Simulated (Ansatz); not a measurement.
Isolated molecules relaxed with PBE0-D4/def2-TZVP in Ansatz; ΔE leaves out vibrations. CBS: MP2 limit from def2 TZ/QZ plus the TZ coupled-cluster correction, frozen cores. DFT in def2-TZVPP. HSE06 is defined as in plane-wave codes. Each species was taken in one conformer, which may not be the lowest.

Consider the ligand exchange at a B–N bond: `BN(C)[SiH2]Cl` + `O[SiH2]F` → `BO[SiH2]F` + `CN[SiH2]Cl`.

```csv
level,ΔE (kcal/mol),difference from CCSD(T)/CBS
revPBE-D4,2.8,1.1
r2SCAN-D4,1.4,-0.3
B97M-V,0.7,-1.0
r2SCANh-D4,1.3,-0.4
HSE06-D4,1.9,0.2
CAM-B3LYP-D4,0.4,-1.3
ωB97X-V,0.8,-0.9
B2PLYP,0.5,-1.2
BLYP,-0.4,-2.1
r2SCAN,1.2,-0.5
RPA@PBE/def2-TZVPP,1.5,-0.2
HF/def2-SVP,-4.2,-5.9
CCSD/def2-SVP,-0.1,-1.8
HF/def2-TZVPP,-3.7,-5.4
HF/CBS(def2),-4.1,-5.8
MP2/CBS(def2),2.3,0.6
CCSD(T)/CBS,1.7,0
```

Largest T1 diagnostic among the species: 0.013.

The D4 term adds +1.2 kcal/mol with B3LYP and +0.6 kcal/mol with PBE0; it sums over pairs of atoms, weighted by their polarisabilities, and B3LYP, whose exchange is more repulsive, gets the larger term. Leaving LDA and LC-ωPBE aside and taking each functional with its dispersion term where it has one, the values, not all of them listed here, spread over 3.0 kcal/mol, from BHLYP-D4 to revPBE-D4. LDA lies +2.1 kcal/mol from PBE without D4. At CCSD(T), def2-SVP lies −1.1 kcal/mol from the extrapolated value and def2-TZVPP +0.2 kcal/mol.

B3LYP here is the variant with VWN-RPA as its local correlation; programs differ in this.
